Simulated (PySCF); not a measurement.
BClBr2, SMILES ClB(Br)Br.

Geometry optimised at PBE0-D3(BJ)/def2-SVP.

Computed with PBE/def2-TZVPD run with PySCF.

Isolated molecule, no solvent.

The total energy is -5632.49674 hartree and the point group is C2v. The highest occupied level is -7.18 eV and the lowest empty level is -2.91 eV. The orbital gap comes out as 4.27 eV and the dipole moment is 0.010 e·Å. The quadrupole, principal values (traceless, Buckingham form, about the centre of nuclear charge) comes out as -0.52, 0.05, 0.48 D·Å and the mean static polarisability is 74.2 bohr³ (11.00 Å³). The polarisability, principal values comes out as 53.1, 80.6, 88.9 bohr³.
